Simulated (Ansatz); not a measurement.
**How methods differ on SiCNCl2F (SMILES N#C[Si](F)(Cl)Cl)**

SiCNCl2F: 6 atoms, total charge 0, spin state singlet. As SMILES, `N#C[Si](F)(Cl)Cl`. The shape was relaxed beforehand at PBE0/def2-SVP.

Quantity: the adiabatic ionisation energy (to the doublet cation, shapes relaxed at PBE0/def2-SVP, no zero-point term), in eV. The values are calculated.

```
           level                    kind  program  value (eV)  less CCSD(T)/def2-SVP  CPU time (all runs)
     HF/def2-SVP            Hartree–Fock   Ansatz       11.89                  +0.04                 17 s
    PBE/def2-SVP                     GGA   Ansatz       11.50                  -0.35                 13 s
 r2SCAN/def2-SVP                meta-GGA   Ansatz       11.88                  +0.03                 26 s
  B3LYP/def2-SVP           global hybrid   Ansatz       11.81                  -0.04                8.6 s
wB97M-V/def2-SVP  range-separated hybrid   Ansatz       12.09                  +0.24                 34 s
    MP2/def2-SVP     perturbation theory   Ansatz       12.13                  +0.28                 25 s
CCSD(T)/def2-SVP   coupled cluster or CI   Ansatz       11.85                   0.00                 60 s
```

Differences are taken from CCSD(T)/def2-SVP for orientation; it has basis-set and higher-order errors of its own. The values span 11.50 to 12.13 eV. Times are those of the runs behind each value, whatever else they computed, on shared processors of several kinds: orders of magnitude only.
